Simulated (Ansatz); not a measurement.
Mulliken charges of CH₃BI₂, SMILES `CB(I)I` from PBE/def2-TZVPP in Ansatz (PBE0-D4/def2-TZVP geometry).

| atom | x (Å) | y (Å) | z (Å) | charge (e) |
| --- | --- | --- | --- | --- |
| C1 | 0.045 | 0.797 | 0.007 | -0.283 |
| B2 | -0.061 | -0.750 | -0.034 | -0.102 |
| I3 | 1.539 | -1.940 | 0.706 | 0.008 |
| I4 | -1.771 | -1.731 | -0.819 | 0.023 |
| H5 | 0.213 | 1.128 | 1.038 | 0.120 |
| H6 | -0.832 | 1.308 | -0.390 | 0.112 |
| H7 | 0.929 | 1.120 | -0.554 | 0.121 |

By hand: the dipole of these point charges (1 e Å = 4.8032 D).

Σ q r = (0.010, 0.213, 0.002) e Å, of length 0.213 e Å = 1.02 D.

How does the dipole of the full density compare? (Best estimate.)

Ansatz gave: (0.015, 0.242, 0.005) e Å, 1.16 D; the point charges give 0.88 times that, at 1° from its direction.

Point charges leave out the atoms' own dipoles, such as those of lone pairs, and Mulliken's split depends on the basis, so the close match here is no proof of good charges.
